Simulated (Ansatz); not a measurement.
`[F][Zr]([Br])([Br])[Br]`, charge 0, multiplicity 1.

Problem. Give a relaxed structure at PBE0-D4/def2-TZVP (the Gaussian-basis code of Ansatz). (An estimate is asked.)

Solution. The calculation gave: 
```xyz
5

F     1.2214   -0.0298    1.5654
Zr    0.0685   -0.0017    0.0878
Br   -0.7975    2.2965   -0.2207
Br    1.3188   -0.7055   -1.9291
Br   -1.8112   -1.5594    0.4967
```
Point group C3v.
